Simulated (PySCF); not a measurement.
C5H10B2Cl2.
InChI=1S/C5H10B2Cl2/c8-7(9)5-2-1-3-6-4-5/h5-6H,1-4H2/t5-/m0/s1

A linear-response calculation (PySCF, def2-SVPD basis, gas phase, vertical, core orbitals frozen in the response) gave these numbers; the functional is withheld.

Orbital energies (eV): HOMO-3 -10.45, HOMO-2 -10.07, HOMO-1 -9.74, HOMO -9.55, LUMO -0.30, LUMO+1 0.51, LUMO+2 0.85.

```csv
state,E (eV),f,"main configurations (H = HOMO, L = LUMO)"
S1,5.82,0.0006,"H-2→L (54%), H→L (30%)"
S2,5.98,0.0058,"H→L+1 (32%), H-2→L (29%), H→L (18%)"
S3,6.11,0.0010,"H-1→L (38%), H-1→L+1 (36%), H-1→L+2 (16%)"
S4,6.23,0.0003,H-3→L (91%)
S5,6.51,0.0089,"H→L (40%), H→L+1 (24%), H→L+2 (10%)"
S6,6.71,0.0057,"H-1→L (50%), H-1→L+1 (20%), H-1→L+2 (9%)"
```

Triplets (Tamm–Dancoff): T1 5.39 eV, H-2→L (61%), H→L (20%); T2 5.53 eV, H→L+1 (40%), H-2→L (19%), H→L+2 (19%); T3 5.62 eV, H-1→L+1 (44%), H-1→L+2 (21%), H-1→L (18%); T4 6.07 eV, H-3→L (90%).

Vertical ionisation energy by ΔSCF with the same functional: 10.22 eV. Mean static polarisability: 107.1 au.

Task: Name the functional.
A. HF
B. PBE0
C. CAM-B3LYP
D. PBE

Result: C. CAM-B3LYP is range-separated, 19% exact exchange at short range and 65% at long range (ω = 0.33 bohr⁻¹). In this run −ε(HOMO) = 9.55 eV differs from the ΔSCF value by -0.67 eV, and S1 differs from the orbital gap of 9.25 eV by -3.43 eV. The ratio −ε(HOMO)/IP is 0.93. Small neutral molecules mostly give 0.85 to 0.93 with CAM-B3LYP, 0.5 to 0.7 with PBE, 0.7 to 0.83 with PBE0; Hartree–Fock can't fall below 1, since the ion's relaxation only lowers the ΔSCF value. The other options: PBE, a GGA without exact exchange; HF, time-dependent Hartree–Fock, 100% exact exchange; PBE0, a global hybrid with 25% exact exchange.

The calculation used PySCF 2.14.0, density-fitted response routines, TDDFT CAM-B3LYP/def2-SVPD, vertical, gas phase, core orbitals frozen in the response. Geometry: PBE0-D3(BJ)/def2-SVP, one conformer, isolated molecule.

On one thread, Intel Xeon 6975P-C (x86_64) (shared host), this took 7.3 min wall and 1.4 GiB of memory at its peak.
